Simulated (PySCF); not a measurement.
C3H3BrF2, SMILES F[C@@H]1[C@H](F)[C@H]1Br. Atoms are numbered in the order given.

```xyz
9

F     -2.1992     0.2030     1.3852
C     -1.2020    -0.4380     0.7491
C     -1.2020    -0.4380    -0.7491
F     -2.1992     0.2030    -1.3852
C     -0.2187     0.4026     0.0000
Br     1.6420     0.0108     0.0000
H     -0.8534    -1.3339     1.2746
H     -0.8534    -1.3339    -1.2746
H     -0.4414     1.4737     0.0000
```

Coordinates come from a PBE0-D3(BJ)/def2-SVP optimisation. The structure was generated by enumeration; whether it is a known compound was not checked.

These are TDDFT-PBE/def2-SVPD run with PySCF values and carry that method's errors.

Vertical excitations.  State labels are in the subgroup Cs.

```
state  symmetry  energy (eV)  λ (nm)      f                          main pairs
-----  --------  -----------  ------  -----  ----------------------------------
S1           A"         5.22     238  0.000                      HOMO→LUMO 99 %
S2           A'         5.34     232  0.020                    HOMO−1→LUMO 99 %
S3           A'         6.29     197  0.028                    HOMO−2→LUMO 97 %
S4           A"         6.73     184  0.002  HOMO→LUMO+1 85 %, HOMO−3→LUMO 14 %
S5           A"         6.85     181  0.001  HOMO−3→LUMO 85 %, HOMO→LUMO+1 14 %
S6           A'         6.98     178  0.003                  HOMO−1→LUMO+1 96 %
S7           A"         7.00     177  0.055                    HOMO→LUMO+2 99 %
S8           A'         7.18     173  0.041                  HOMO−1→LUMO+2 96 %
S9           A"         7.30     170  0.001                   HOMO→LUMO+3 100 %
S10          A'         7.49     165  0.003                  HOMO−1→LUMO+3 87 %
T1           A"         4.67     265      0                     HOMO→LUMO 100 %
T2           A'         4.90     253      0                    HOMO−1→LUMO 99 %
T3           A'         5.81     214      0                    HOMO−2→LUMO 98 %
T4           A"         6.38     194      0                    HOMO−3→LUMO 96 %
```
Triplets are in the Tamm–Dancoff approximation, which puts them higher than full response would, so one can lie above its singlet here.
